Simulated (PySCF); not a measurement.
**A small calculation by hand: oscillator strength and radiative lifetime**

C3H5ClOSi, SMILES C1C[Si@H](OC=1)Cl.

Geometry optimised at B3LYP-D3(BJ)/def2-SVP. The structure was generated by enumeration; whether it is a known compound was not checked. Other conformers were not sampled.

TDA-PBE0/def2-SVPD in PySCF puts the first singlet state with f over 0.02 at 6.18 eV (vertical), with the transition dipole (-0.345, -0.385, 0.092) in atomic units.

Find the oscillator strength, the wavelength and the radiative lifetime that this transition would have in vacuum if emission retraced absorption.


|μ|² = 0.2757 au, so |μ| = 1.33 D. ΔE = 6.18/27.211 = 0.2271 hartree. f = (2/3) ΔE |μ|² = 0.042 (the program prints 0.042).
λ = 1239.84/6.18 = 201 nm; ν = 49845 cm⁻¹.
Einstein's coefficient A = 0.6670 ν² f s⁻¹ (ν in cm⁻¹) = 6.9e7 s⁻¹, so τ = 1/A = 14 ns. This state is S2; the lower singlet has f = 0.008. The figure is the radiative limit of this one transition; relaxation, internal conversion, crossing to triplets and a medium change what is measured.
